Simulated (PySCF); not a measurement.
Coordinates in bohr (charge 0 multiplicity 2):
```
Ir    0.0000    0.0000   -0.0292
S     0.0000    0.0000   -3.9184
Cl   -3.7575    0.0000    1.8710
Cl    3.7575    0.0000    1.8710
```

Computed with UB3LYP/[Ir def2-SVP with ECP60, S def2-SVP, Cl def2-SVP], scalar-relativistic core potentials, density fitting, no spin–orbit coupling, PySCF.

This geometry of IrSCl₂ is a stationary point at this level.

Problem. What is the point group?

Solution. C2v.

Problem. Is it a minimum?

Solution. Yes: all harmonic wavenumbers are real.

Problem. What are the dipole moment and the gap between the highest occupied and lowest empty levels of either spin?

Solution. 1.15 D and 2.43 eV.

Problem. Give the ideal-gas entropy at 298.15 K and 1 bar by parts.

Solution. translation 179.8, rotation 114.0, vibration 52.6, spin 5.8; total 352.1 J/(mol K).

Other isomers or separated fragments may lie lower. Open d and f shells are described by one determinant, and the ground state may have another occupation or spin. No spin–orbit coupling is included, which matters more the heavier the element.
